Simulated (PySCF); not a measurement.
Compound: H9N3OSi3.
SMILES with atom numbers: `[OH:1][SiH:2]1[NH:3][SiH2:4][NH:5][SiH2:6][NH:7]1` (hydrogens: H8 on O1; H9 on Si2; H10 on N3; H11, H12 on Si4; H13 on N5; H14, H15 on Si6; H16 on N7)

Method used: core-valence-separated Tamm–Dancoff BHandHLYP/aug-pcX-1 (pcseg-1 on H, def2-SVPD on Si) in PySCF, non-relativistic, gas phase, PBE0-D3(BJ)/def2-SVP geometry.

Computed oxygen K-edge spectrum, Gaussian lines of 0.8 eV full width, highest printed point 100; it ends one width below the last computed root. BHandHLYP without relativity tends to put these K edges a few eV too low, so spacings mean more than positions.

| photon energy (eV) | absorption |
| --- | --- |
| 530.8 | 0 |
| 530.9 | 1 |
| 531.0 | 2 |
| 531.1 | 4 |
| 531.2 | 8 |
| 531.3 | 15 |
| 531.4 | 24 |
| 531.5 | 36 |
| 531.6 | 49 |
| 531.7 | 61 |
| 531.8 | 70 |
| 531.9 | 74 |
| 532.0 | 71 |
| 532.1 | 63 |
| 532.2 | 51 |
| 532.3 | 38 |
| 532.4 | 26 |
| 532.5 | 16 |
| 532.6 | 10 |
| 532.7 | 7 |
| 532.8 | 6 |
| 532.9 | 8 |
| 533.0 | 12 |
| 533.1 | 19 |
| 533.2 | 28 |
| 533.3 | 38 |
| 533.4 | 48 |
| 533.5 | 57 |
| 533.6 | 63 |
| 533.7 | 67 |
| 533.8 | 70 |
| 533.9 | 74 |
| 534.0 | 79 |
| 534.1 | 85 |
| 534.2 | 92 |
| 534.3 | 98 |
| 534.4 | 100 |
| 534.5 | 99 |
| 534.6 | 95 |
| 534.7 | 91 |

Problem. Where are the maxima, and which lines make them up?

Solution. 2 maxima:
- 531.9 eV: O1 (silanol oxygen), 531.91 eV, f = 0.020, 100 % of the height at the exact maximum
- 534.4 eV: O1 (silanol oxygen), 534.52 eV, f = 0.010, 35 % of the height at the exact maximum; O1 (silanol oxygen), 534.25 eV, f = 0.009, 31 % of the height at the exact maximum; O1 (silanol oxygen), 534.37 eV, f = 0.007, 24 % of the height at the exact maximum

Further lines of some strength in the range: O1, 533.60 eV, f = 0.015.

Roots within 0.03 eV on the same or equivalent atoms count as one line; shares under 12 % aren't listed.

Vibrational structure and lifetime widths aren't in the curve. The ionisation threshold wasn't computed; near and above it a finite basis only mimics Rydberg series and continuum.

One conformer stands for the species.
